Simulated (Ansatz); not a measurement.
F2Zn (SMILES [F][Zn][F]) moved off its minimum; all values from Ansatz (a first-principles code), cores frozen in correlated methods.
(charge 0, multiplicity 1)
```xyz
3

Zn    -0.03973     0.01969    -0.06849
F     -0.00913    -0.01426     1.73880
F     -0.00972    -0.00608    -1.73782
```

Task: Give the forces (eV/Å), the total energy and the dipole at CCSD(T)/def2-TZVPPD.

Result: 
```
atom      Fx      Fy      Fz
----  ------  ------  ------
Zn1    0.058  -0.064   3.511
F2    -0.058   0.060  -1.507
F3     0.001   0.004  -2.004
```
Energy -1977.8201 hartree, dipole 0.59 D.
